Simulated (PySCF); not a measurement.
A calculated (LDA, PySCF 2.14, ANO-RCC-VTZP, the spin-free X2C one-electron Hamiltonian (Gaussian nucleus)) atom or ion has these occupied shells.

| shell | electrons | orbital energy (eV) | rms radius, mean of both spins (bohr) |
| --- | --- | --- | --- |
| 1s α | 1 | -26455.4 | 0.0349 |
| 1s β | 1 | -26455.4 | 0.0349 |
| 2s α | 1 | -3942.7 | 0.143 |
| 2s β | 1 | -3942.5 | 0.143 |
| 2p α | 3 | -3544.1 | 0.127 |
| 2p β | 3 | -3544.0 | 0.127 |
| 3s α | 1 | -746.42 | 0.383 |
| 3s β | 1 | -746.26 | 0.383 |
| 3p α | 3 | -615.35 | 0.385 |
| 3p β | 3 | -615.18 | 0.385 |
| 3d α | 5 | -408.60 | 0.365 |
| 3d β | 5 | -408.39 | 0.365 |
| 4s α | 1 | -120.08 | 0.933 |
| 4s β | 1 | -119.28 | 0.933 |
| 4p α | 3 | -81.159 | 1.02 |
| 4p β | 3 | -80.357 | 1.02 |
| 4d α | 5 | -25.200 | 1.35 |
| 4d β | 4 | -24.400 | 1.35 |
| 5s α | 1 | -15.123 | 2.69 |
| 5s β | 1 | -14.894 | 2.69 |

Question: Name the element and its charge.

Answer: Cd⁺ (cadmium, charge +1), in [Kr] 4d9 5s2, 2D determinant (an excited configuration).
